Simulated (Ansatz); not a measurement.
Program: Ansatz. Geometries: PBE0-D4/def2-TZVP. ΔE: electronic, gas phase. CCSD(T)/CBS adds triple-zeta CCSD(T) − MP2 to the extrapolated MP2 energy (def2 sets, frozen cores). This one scheme is used for every species. Functionals use def2-TZVPP. B3LYP here is the variant with VWN-RPA as its local correlation; programs differ in this. For Ge outer-core shells are correlated without core-valence functions, which leaves a few kJ/mol of doubt a bond. Scalar relativity is left out up to krypton. One conformer a species, not always the lowest.

Reaction (substitution at a C–Ge bond): `C=[CH][GeH2][CH2]F` + H–F → `C=CF` + `F[CH2][GeH3]`

```
             level  ΔE (kJ/mol)  difference from CCSD(T)/CBS
            PBE-D4         46.4                        -21.7
         r2SCAN-D4         45.2                        -22.9
           PBE0-D4         51.9                        -16.2
          B3LYP-D4         47.9                        -20.2
           ωB97X-V         47.0                        -21.1
           ωB97M-V         50.5                        -17.6
            B2PLYP         51.5                        -16.6
               PBE         40.4                        -27.7
            r2SCAN         43.4                        -24.7
              PBE0         46.6                        -21.5
             B3LYP         38.5                        -29.6
     HF/def2-TZVPP         40.4                        -27.7
    MP2/def2-TZVPP         76.4                          8.3
SCS-MP2/def2-TZVPP         67.1                         -1.0
   CCSD/def2-TZVPP         62.4                         -5.7
CCSD(T)/def2-TZVPP         64.6                         -3.5
     HF/def2-QZVPP         39.2                        -28.9
    MP2/def2-QZVPP         78.0                          9.9
SCS-MP2/def2-QZVPP         68.8                          0.7
      HF/CBS(def2)         39.0                        -29.1
     MP2/CBS(def2)         79.9                         11.8
    CCSD/CBS(def2)         65.9                         -2.2
       CCSD(T)/CBS         68.1                            0
```

Largest T1 diagnostic among the species: 0.012.

From PBE to PBE0 (25 % exact exchange), in def2-TZVPP and without D4, ΔE moves by +6.1 kJ/mol. The D4 term adds +9.3 kJ/mol with B3LYP and +5.3 kJ/mol with PBE0; it sums over pairs of atoms, weighted by their polarisabilities, and B3LYP, whose exchange is more repulsive, gets the larger term. In def2-TZVPP, CCSD(T) changes the Hartree–Fock value by +24.2 kJ/mol (the triples alone add +2.2 kJ/mol) and MP2 by +36.0 kJ/mol.
